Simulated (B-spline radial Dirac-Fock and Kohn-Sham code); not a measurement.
Satellites and hypersatellites of the K lines of In⁺

System: the In⁺ ion, configuration [Kr] 4d9 5s2 5p1 (not the ground configuration).

The computed values come from an atomic code on a B-spline grid: Dirac-Fock ΔSCF + Breit + QED. Each two-hole energy is an average over J within one jj subconfiguration, not an observable level; in light atoms, where LS coupling holds, the j-resolved values are not observed lines, and for a K spectator the Kα1 hypersatellite is nearly forbidden. Correlation and solid-state effects are left out.

Lines without a spectator: Kα2 (K-L2) 23999.7 eV, Kα1 (K-L3) 24207.7 eV, Kβ3 (K-M2) 27233.4 eV, Kβ1 (K-M3) 27271.9 eV. Shifts in eV with one spectator hole (a dash: not computed, or left out as unreliable):

```
spectator hole     Kα2     Kα1     Kβ3     Kβ1
        K (1s)  +562.3  +579.5  +717.0  +720.6
    L2 (2p1/2)   +61.7   +77.8       –  +164.8
    L3 (2p3/2)   +60.6   +60.7  +146.3       –
    M2 (3p1/2)       –   +8.83  +19.82  +24.13
    M3 (3p3/2)   +6.55       –  +20.51  +19.95
    M4 (3d3/2)   +1.10   -1.48       –       –
```
